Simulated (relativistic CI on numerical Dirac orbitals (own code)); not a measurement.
## Radial parameters of Os⁴⁸⁺

Calculated at this level of theory: Dirac-Coulomb-Breit CI, separate exchange-only KLI orbitals for each configuration, model QED (radiative potential, 1s self-energy scaled to tabulated hydrogen-like ionisation energies), unscaled Slater integrals (own radial code, finite nucleus).

Slater integrals F^k, G^k are unscaled and averaged over j, outside the closed core [Ne]; ζ comes from projecting the Hamiltonian with its Breit term on Σ l·s of the shell.

- 3s²3p⁶3d⁹4s: ζ(3d) = 243410, G^2(3d,4s) = 63212 cm⁻¹; <r>(3d) = 0.1694, <r^2>(3d) = 0.03338, <r>(4s) = 0.3721, <r^2>(4s) = 0.1559 (bohr units).
- 3s²3p⁶3d⁹4p: ζ(3d) = 243440, F^2(3d,4p) = 193540, G^1(3d,4p) = 62221, G^3(3d,4p) = 63315, ζ(4p) = 642550 cm⁻¹; <r>(3d) = 0.1694, <r^2>(3d) = 0.03338, <r>(4p) = 0.3799, <r^2>(4p) = 0.1636 (bohr units).
- 3s²3p⁶3d⁹4d: ζ(3d) = 243340, F^2(3d,4d) = 207690, F^4(3d,4d) = 106310, G^0(3d,4d) = 65098, G^2(3d,4d) = 84300, G^4(3d,4d) = 66973, ζ(4d) = 82274 cm⁻¹; <r>(3d) = 0.1695, <r^2>(3d) = 0.0334, <r>(4d) = 0.3737, <r^2>(4d) = 0.1599 (bohr units).

Averages of the first 10 configurations, taken without configuration mixing, which lowers the lowest level and can move excited configurations by several eV; other configurations of the list can lie among them:

```json
{"Configuration": "3s²3p⁶3d¹⁰", "Parity": "even", "States": "1", "Average energy above the lowest level (eV)": "0.2"}
{"Configuration": "3s²3p⁶3d⁹4s", "Parity": "even", "States": "20", "Average energy above the lowest level (eV)": "1709.8"}
{"Configuration": "3s²3p⁶3d⁹4p", "Parity": "odd", "States": "60", "Average energy above the lowest level (eV)": "1891.2"}
{"Configuration": "3s²3p⁶3d⁹4d", "Parity": "even", "States": "100", "Average energy above the lowest level (eV)": "2100.9"}
{"Configuration": "3s²3p⁵3d¹⁰4s", "Parity": "odd", "States": "12", "Average energy above the lowest level (eV)": "2273.2"}
{"Configuration": "3s²3p⁶3d⁹4f", "Parity": "odd", "States": "140", "Average energy above the lowest level (eV)": "2278.1"}
{"Configuration": "3s²3p⁵3d¹⁰4p", "Parity": "even", "States": "36", "Average energy above the lowest level (eV)": "2454.8"}
{"Configuration": "3s²3p⁶3d⁸4s²", "Parity": "even", "States": "45", "Average energy above the lowest level (eV)": "3459.3"}
{"Configuration": "3s²3p⁵3d¹⁰4d", "Parity": "odd", "States": "60", "Average energy above the lowest level (eV)": "2663.8"}
{"Configuration": "3s²3p⁶3d⁸4s4p", "Parity": "odd", "States": "540", "Average energy above the lowest level (eV)": "3633.7"}
```
